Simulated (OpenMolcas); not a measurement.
An OpenMolcas run meant for Mn VI (ANO-RCC-VDZ, DKH2; inactive shells 1s 2s 2p 3s 3p; intended active space 2 electrons in 5 orbitals (3d)). One step of its input:

```
&CASPT2
Multistate=10 1 2 3 4 5 6 7 8 9 10
Frozen=2 3
IPEA=3.0
Imaginary=0.1
MaxIter=60
WThr=0.0 0.3 0.05
PrWF=0.5
NoMix
```

The run finished. Its levels beside those of a sound run (SS-CASPT2, IPEA 0.25 Eh, imaginary shift 0.1 Eh (closed shells correlated: 3s 3p)), in cm⁻¹ above each run's lowest level:

```tsv
Level	This run	Usual run
3d² ³F₂	0.0	0.0
3d² ³F₃	719	721
3d² ³F₄	1628	1630
3d² ¹D₂	16293	15247
3d² ³P₀	19049	18335
3d² ³P₁	19278	18564
3d² ³P₂	19864	19139
3d² ¹G₄	28037	27791
```

Which setting is unsound, and how much does it matter here?

The IPEA shift is far above its usual 0.25 hartree. Against the sound run the excited levels shown move by 490 cm-1 on average and by 1000 cm-1 at most.

CASPT2 breaks the degeneracy within a term, and the mean is taken; among the terms shown or strongly mixed into the levels shown the widest spread is 870 cm-1 (3d² ¹G, this run). Some high roots are left out of the spin-orbit mixing, which shifts the levels that they would mix with. The basis is small and was not contracted for so high a charge. Only configurations of the active space appear.
